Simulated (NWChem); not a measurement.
System: InAsH$_{4}$O$_{2}$; SMILES [OH][In]([OH])[AsH2]

Input file for NWChem:

```
start job
memory heap 200 mb stack 900 mb global 1100 mb
geometry units angstroms noautosym nocenter noautoz
  In     0.002141     0.684871    -0.000821
  As     0.072239    -1.905741    -0.002469
  H     -1.009072    -1.895276    -1.082397
  H     -0.982781    -1.895366     1.103261
  O     -1.713557     1.707984    -0.002023
  H     -1.543464     2.658014    -0.000989
  O      1.535105     1.977078     0.001144
  H      2.397538     1.546754     0.001183
end
basis spherical
  * library sto-3g
end
dft
  xc b3lyp
  iterations 150
end
property
  response 1 0.0773
end
task dft property
```

NWChem printed, in part:

```
             Northwest Computational Chemistry Package (NWChem) 7.3.0
             --------------------------------------------------------

                             Geometry "geometry" -> ""
                             -------------------------

 Output coordinates in angstroms (scale by  1.889725989 to convert to a.u.)

  No.       Tag          Charge          X              Y              Z
 ---- ---------------- ---------- -------------- -------------- --------------
    1 In                  49.0000     0.00214100     0.68487100    -0.00082100
    2 As                  33.0000     0.07223900    -1.90574100    -0.00246900
    3 H                    1.0000    -1.00907200    -1.89527600    -1.08239700
    4 H                    1.0000    -0.98278100    -1.89536600     1.10326100
    5 O                    8.0000    -1.71355700     1.70798400    -0.00202300
    6 H                    1.0000    -1.54346400     2.65801400    -0.00098900
    7 O                    8.0000     1.53510500     1.97707800     0.00114400
    8 H                    1.0000     2.39753800     1.54675400     0.00118300

 Effective nuclear repulsion energy (a.u.)     700.7726228284

                              NWChem Property Module
                              ----------------------

                                 NWChem DFT Module
                                 -----------------

 Summary of "ao basis" -> "ao basis" (spherical)
 ------------------------------------------------------------------------------
       Tag                 Description            Shells   Functions and Types
 ---------------- ------------------------------  ------  ---------------------
 In                          sto-3g                 11       27   5s4p2d
 As                          sto-3g                  8       18   4s3p1d
 H                           sto-3g                  1        1   1s
 O                           sto-3g                  3        5   2s1p

            General Information
            -------------------
          SCF calculation type: DFT
          Wavefunction type:  closed shell.
          No. of atoms     :     8
          No. of electrons :   102
           Alpha electrons :    51
            Beta electrons :    51
          Charge           :     0
          Spin multiplicity:     1
          Use of symmetry is: off; symmetry adaption is: off
          Maximum number of iterations: 150
          AO basis - number of functions:    59
                     number of shells:    29
          Convergence on energy requested:  1.00D-06
          Convergence on density requested:  1.00D-05
          Convergence on gradient requested:  5.00D-04

              XC Information
              --------------
                         B3LYP Method XC Potential
                     Hartree-Fock (Exact) Exchange  0.200
                        Slater Exchange Functional  0.800 local
                    Becke 1988 Exchange Functional  0.720 non-local
              Lee-Yang-Parr Correlation Functional  0.810
                  VWN I RPA Correlation Functional  0.190 local

             Grid Information
             ----------------
          Grid used for XC integration:  medium
          Radial quadrature: Mura-Knowles
          Angular quadrature: Lebedev.
          Tag              B.-S. Rad. Rad. Pts. Rad. Cut. Ang. Pts.
          ---              ---------- --------- --------- ---------
          In                  1.55      123           8.0       590
          As                  1.15      112          11.0       590
          H                   0.35       45          11.0       434
          O                   0.60       49          11.0       434
          Grid pruning is: on
          Number of quadrature shells:   513
          Spatial weights used:  Erf1

      Superposition of Atomic Density Guess
      -------------------------------------

 Sum of atomic energies:       -8041.39894166

      Non-variational initial energy
      ------------------------------

 Total energy =   -8041.088787
 1-e energy   =  -12587.877792
 2-e energy   =    3846.016382
 HOMO         =      -0.135220
 LUMO         =       0.176029

   convergence    iter        energy       DeltaE   RMS-Dens  Diis-err
 ---------------- ----- ----------------- --------- --------- ---------
 d= 0,ls=0.0,diis     1  -8045.9875309553 -8.75D+03  6.01D-02  1.01D+00
 d= 0,ls=0.0,diis     2  -8045.2192069949  7.68D-01  4.38D-02  5.30D+00
 d= 0,ls=0.0,diis     3  -8046.2064888856 -9.87D-01  3.73D-03  1.07D-02
 d= 0,ls=0.0,diis     4  -8046.2088058778 -2.32D-03  1.42D-03  2.35D-03
 d= 0,ls=0.0,diis     5  -8046.2091096713 -3.04D-04  7.05D-04  1.10D-03
  Resetting Diis
 d= 0,ls=0.0,diis     6  -8046.2093162317 -2.07D-04  1.31D-04  3.24D-05
 d= 0,ls=0.0,diis     7  -8046.2093229736 -6.74D-06  5.18D-05  8.30D-07
 d= 0,ls=0.0,diis     8  -8046.2093229902 -1.66D-08  2.53D-05  8.57D-07
 d= 0,ls=0.0,diis     9  -8046.2093231904 -2.00D-07  4.80D-06  4.49D-08

         Total DFT energy =    -8046.209323190407
      One electron energy =   -12577.984001636860
           Coulomb energy =     4090.366910802599
    Exchange-Corr. energy =     -259.364855184573
 Nuclear repulsion energy =      700.772622828427

 Numeric. integr. density =      101.999955505038

                       DFT Final Molecular Orbital Analysis
                       ------------------------------------

 Vector   49  Occ=2.000000D+00  E=-1.383626D-01
              MO Center= -1.6D-01, -2.6D-01, -2.7D-03, r^2= 5.2D+00
   Bfn.  Coefficient  Atom+Function         Bfn.  Coefficient  Atom+Function
  ----- ------------  ---------------      ----- ------------  ---------------
    39      0.487921  2 As py                50     -0.443174  5 O  px
    37     -0.354974  2 As s                 16     -0.331867  1 In py
    27      0.271132  1 In d  2              23     -0.252556  1 In d -2
    57      0.249002  7 O  py                38     -0.234841  2 As px
    55      0.173038  7 O  s                 35     -0.160245  2 As py

 Vector   50  Occ=2.000000D+00  E=-1.328317D-01
              MO Center=  1.8D-01,  1.3D+00, -6.3D-04, r^2= 3.4D+00
   Bfn.  Coefficient  Atom+Function         Bfn.  Coefficient  Atom+Function
  ----- ------------  ---------------      ----- ------------  ---------------
    57      0.564098  7 O  py                50      0.419481  5 O  px
    23      0.406229  1 In d -2              15     -0.320967  1 In px
    49     -0.236991  5 O  s                 27      0.213482  1 In d  2
    39      0.200543  2 As py                56      0.197913  7 O  px
    55      0.155127  7 O  s                 18     -0.148895  1 In d -2

 Vector   51  Occ=2.000000D+00  E=-1.185771D-01
              MO Center= -1.0D-01,  1.8D+00, -4.4D-04, r^2= 3.0D+00
   Bfn.  Coefficient  Atom+Function         Bfn.  Coefficient  Atom+Function
  ----- ------------  ---------------      ----- ------------  ---------------
    52      0.698834  5 O  pz                58     -0.692376  7 O  pz
    26     -0.197033  1 In d  1              21      0.072264  1 In d  1

 Vector   52  Occ=0.000000D+00  E= 9.871735D-02
              MO Center= -4.3D-02,  7.9D-01,  4.7D-03, r^2= 2.9D+00
   Bfn.  Coefficient  Atom+Function         Bfn.  Coefficient  Atom+Function
  ----- ------------  ---------------      ----- ------------  ---------------
    17      0.953214  1 In pz                52     -0.363135  5 O  pz
    58     -0.357593  7 O  pz                13     -0.318606  1 In pz
    47     -0.166401  4 H  s                 46      0.163281  3 H  s
     9      0.113454  1 In pz                40      0.075983  2 As pz
     5     -0.044323  1 In pz                24      0.033547  1 In d -1

 Vector   53  Occ=0.000000D+00  E= 1.191709D-01
              MO Center=  1.6D-02,  1.9D-01, -6.3D-03, r^2= 4.2D+00
   Bfn.  Coefficient  Atom+Function         Bfn.  Coefficient  Atom+Function
  ----- ------------  ---------------      ----- ------------  ---------------
    14      0.915649  1 In s                 39     -0.688941  2 As py
    50     -0.378607  5 O  px                57      0.341145  7 O  py
    49     -0.285316  5 O  s                 55     -0.267941  7 O  s
    25     -0.206556  1 In d  0              37     -0.203764  2 As s
    10     -0.198634  1 In s                 35      0.183982  2 As py

 Vector   54  Occ=0.000000D+00  E= 2.348007D-01
              MO Center= -2.7D-01, -1.8D+00, -3.3D-03, r^2= 2.2D+00
   Bfn.  Coefficient  Atom+Function         Bfn.  Coefficient  Atom+Function
  ----- ------------  ---------------      ----- ------------  ---------------
    40      1.047078  2 As pz                46      0.677851  3 H  s
    47     -0.671566  4 H  s                 36     -0.263788  2 As pz
    17     -0.196004  1 In pz                44      0.102867  2 As d  1
    32      0.083654  2 As pz                13      0.060062  1 In pz
    52      0.050734  5 O  pz                58      0.048919  7 O  pz

     Multipole analysis of the density
     ---------------------------------

     L   x y z        total         alpha         beta         nuclear
     -   - - -        -----         -----         ----         -------
     0   0 0 0     -0.000000    -51.000000    -51.000000    102.000000

     1   1 0 0      0.241821      0.193286      0.193286     -0.144751
     1   0 1 0      0.212641     -0.426439     -0.426439      1.065518
     1   0 0 1      0.003456      0.103471      0.103471     -0.203486

     2   2 0 0    -38.494454   -113.219049   -113.219049    187.943644
     2   1 1 0      0.645699      0.722478      0.722478     -0.799257
     2   1 0 1      0.002058     -0.084899     -0.084899      0.171857
     2   0 2 0    -40.619736   -402.565018   -402.565018    764.510300
     2   0 1 1     -0.018129     -0.147860     -0.147860      0.277591
     2   0 0 2    -34.767308    -21.649376    -21.649376      8.531444

 *** CALLING NEW AORESP DRIVER FOR CLOSED AND OPEN SHELLS ***
 Entering AOResponse driver routine

--------------------------------------------------------------------------------

          -----------------------------------------------
          Solving response equations for perturbing field
          -----------------------------------------------

 number of frequencies:     1
 frequency in a.u.:  0.7730000E-01
 Perturbing field: electric
 Using El. Dipole Length Gauge

 Setting up CPKS with frequency omega =      0.07730000 a.u.

                            NWChem Dynamic CPHF Module
                            --------------------------

    scftype = RHF
    nclosed =   51
      nopen =    0
  variables =      816
  num. vecs =        3
  tolerance =   1.0D-04
  max. iter =   50

 SCF residual:    3.8574232274229487E-005

Iterative solution of linear equations
  No. of variables      816
  No. of equations        3
  Maximum subspace       30
       Convergence  1.0D-04

   iter   nsub   residual    time
   ----  ------  --------  ---------
     1      3    9.88D+00      13.0
     2      6    2.68D+00      19.0
     3      9    3.49D-01      24.0
     4     12    3.81D-02      28.9
     5     15    4.55D-03      34.3
     6     18    5.02D-04      39.7
     7     21    5.08D-05      44.9

 Electric Dipole Response Matrix (nonzero elements):

              1        2        3
    1   41.3870   1.7125   0.0414
    2    1.7124  57.5650  -0.0131
    3    0.0414  -0.0131  26.6294

 ------------------------------------------
 average:        41.86049 + I       0.00000

 DFT Linear Response polarizability / au
 Frequency  =       0.0773000 / au
 Wavelength =     589.4353558 / nm
              X              Y              Z
 -----------------------------------------------
 X      41.3869833      1.7125305      0.0413630
 Y       1.7124281     57.5650275     -0.0130578
 Z       0.0413631     -0.0130567     26.6294498
 -----------------------------------------------
 Eigenvalues =      41.2078139     57.7443232     26.6293235
 Isotropic   =      41.8604869
 Anisotropic =      26.9641589
 -----------------------------------------------

 Magnetic Dipole Response Matrix (nonzero elements):
```

Level: B3LYP/STO-3G, non-relativistic. STO-3G and 3-21G are far too small for this property and stand as cheap habits. All runs use the structure optimised with PBE0/def2-SVP (def2 core potentials past Kr). Not confirmed as a minimum by frequencies.
